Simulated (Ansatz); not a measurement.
Reaction (hydrogenolysis of a B–C bond): `COB(C)S` + H₂ → `COBS` + CH₄

Program: Ansatz. Geometries: PBE0-D4/def2-TZVP. ΔE: electronic, gas phase. CCSD(T)/CBS is the MP2 limit (def2-TZVPP, def2-QZVPP) plus CCSD(T) − MP2 in def2-TZVPP, frozen cores. This one scheme is used for every species. DFT in def2-TZVPP. One conformer a species, not always the lowest.

`COB(C)S`:

Cartesian coordinates in Å:
```
C -1.224 1.026 -1.322
O 0.040 0.596 -0.859
B 0.190 -0.181 0.238
C 1.632 -0.610 0.674
S -1.307 -0.695 1.159
H -1.062 1.640 -2.207
H -1.854 0.173 -1.588
H -1.738 1.622 -0.562
H 1.852 -0.275 1.692
H 1.734 -1.699 0.676
H 2.388 -0.196 0.005
H -0.652 -1.402 2.092
```

H₂:

```xyz
2

H    -0.216   -0.075   -0.295
H     0.216    0.075    0.295
```

`COBS`:

Cartesian coordinates in Å:
```
C -0.115 -0.496 1.445
O -0.556 -0.476 0.104
B 0.051 0.273 -0.832
S -0.619 0.203 -2.508
H 0.752 0.155 1.590
H -0.930 -0.164 2.091
H 0.152 -1.520 1.715
H 0.998 0.962 -0.575
H 0.268 1.062 -3.031
```

CH₄:

Z-matrix (Å, degrees):
```
C
H 1 1.090
H 1 1.090 2 109.5
H 1 1.090 2 109.5 3 -120.0
H 1 1.090 2 109.5 3 120.0
```

| level | ΔE (kcal/mol) |
| --- | --- |
| r2SCAN0-D4 | -4.2 |
| r2SCANh | -4.4 |
| CAM-B3LYP | -7.2 |
| CCSD/def2-TZVPP | -5.7 |

Problem. What does CCSD(T)/CBS give? (Estimate.)

Solution. Ansatz gave: -4.1 kcal/mol. The listed levels differ from it by -0.1, -0.3, -3.1, -1.6 kcal/mol.

Problem. What do rigid-rotor, harmonic-oscillator terms from PBE0-D4/def2-TZVP frequencies (298.15 K, 1 bar) make of the CCSD(T)/CBS value? (An estimate is asked.)

Solution. The calculation gave: ΔZPE = +4.1 kcal/mol, ΔH = -0.8 kcal/mol, ΔS = 13 J/(mol·K), ΔG = -1.7 kcal/mol.

Largest T1 diagnostic among the species: 0.013.

Leaving LDA and LC-ωPBE aside and taking each functional with its dispersion term where it has one, the values, not all of them listed here, spread over 3.9 kcal/mol, from B2PLYP to revPBE-D4. LDA lies +3.0 kcal/mol from PBE without D4. In def2-TZVPP, CCSD(T) changes the Hartree–Fock value by +5.9 kcal/mol (the triples alone add +1.1 kcal/mol) and MP2 by +7.1 kcal/mol.
